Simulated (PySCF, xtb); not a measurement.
C₄H₂BrCl, SMILES C#C/C=C(/Cl)Br.

Harmonic wavenumbers (cm⁻¹) from GFN2-xTB run with xtb at its own minimum, in rising order: 93, 126, 212, 260, 368, 420, 423, 506, 642, 663, 799, 812, 1043, 1207, 1599, 2246, 3061, 3396.

What does PBE-D3(BJ)/def2-SVP (PySCF) give at its own minimum? (Estimate from the structure and the level; the computed values follow.)

103, 136, 232, 288, 407, 439, 476, 570, 608, 659, 790, 882, 1030, 1211, 1586, 2146, 3091, 3407. Paired by order, the mean absolute difference is 30 cm⁻¹ and the zero-point energies are 25.6 and 25.8 kcal/mol.
